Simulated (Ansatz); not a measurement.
`[CH3][GaH-]([CH3])[NH2+][SiH3]`. The species carries charge 0 and has multiplicity 1. The geometry is a stationary point of PBE0-D4/def2-TZVP. It is one conformer, not always the lowest.

```xyz
17

C     1.645    1.095    0.878
Ga    1.095   -0.146   -0.578
C     0.692   -2.041   -0.123
N    -0.955    0.607   -0.982
Si   -2.099    0.513    0.368
H     1.461    2.143    0.623
H     1.140    0.881    1.823
H     2.720    0.996    1.055
H     1.629    0.160   -2.046
H     0.045   -2.519   -0.865
H     1.622   -2.616   -0.097
H     0.220   -2.145    0.858
H    -0.787    1.554   -1.305
H    -1.238    0.065   -1.792
H    -3.430    1.049   -0.020
H    -1.537    1.321    1.470
H    -2.223   -0.915    0.733
```

Problem. What is the dipole moment at PBE/def2-TZVPP? (Estimate.)

Solution. Computed: 3.83 D, with components (-3.58, 1.26, -0.53) D in this frame, pointing from negative to positive charge.

Problem. And with r2SCAN, B3LYP, ωB97M-V? (Estimate.)

Solution. Computed: r2SCAN 3.89 D, B3LYP 3.92 D, ωB97M-V 3.91 D.

Problem. Give the Mulliken charges with PBE, ωB97M-V, r2SCAN in def2-TZVPP. (Best estimate.)

Solution. Computed: 
| atom | PBE | ωB97M-V | r2SCAN |
| --- | --- | --- | --- |
| C1 | -0.39 | -0.51 | -0.32 |
| Ga2 | 0.12 | 0.24 | 0.19 |
| C3 | -0.39 | -0.51 | -0.32 |
| N4 | -0.23 | -0.28 | -0.27 |
| Si5 | 0.25 | 0.22 | 0.34 |
| H6 | 0.07 | 0.10 | 0.05 |
| H7 | 0.08 | 0.10 | 0.06 |
| H8 | 0.09 | 0.11 | 0.06 |
| H9 | -0.09 | -0.08 | -0.12 |
| H10 | 0.07 | 0.10 | 0.05 |
| H11 | 0.09 | 0.11 | 0.06 |
| H12 | 0.08 | 0.10 | 0.06 |
| H13 | 0.16 | 0.14 | 0.16 |
| H14 | 0.16 | 0.14 | 0.16 |
| H15 | -0.04 | -0.01 | -0.06 |
| H16 | -0.02 | 0.01 | -0.04 |
| H17 | -0.02 | 0.01 | -0.04 |

B3LYP here is the variant with VWN-RPA as its local correlation; programs differ in this.
